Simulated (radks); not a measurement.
The numbers below are computed, except where a source is named.
Spherical jellium clusters: N electrons in a uniform positive sphere of charge N and radius rs N^(1/3), rs = 5.85 bohr. Level of theory: non-relativistic Kohn-Sham, LDA (Slater exchange, Perdew-Wang correlation), spin-polarised, spherical densities (a radial shooting solver with Libxc functionals). Levels are named by radial order and angular momentum (1s, 1p, 1d, 2s, ...), and open shells are averaged over m.

N = 2, configuration 1s2. This is the lowest configuration that the search found. Occupied and some empty levels:

level,occupation,eigenvalue (eV),<r> (bohr)
1s,2,-2.3603,5.529
1p,0,-1.2241,7.406
2s,0,-0.26168,12.23
1d,0,-0.15133,10.67

Energy (eV): total -3.20523, kinetic 1.7246, external -17.573, Hartree 8.8638, exchange-correlation -5.0808, background 8.8606. Static polarisability (adiabatic kernel): 551.7 bohr^3, against R^3 = 400.4 for a classical metal sphere.
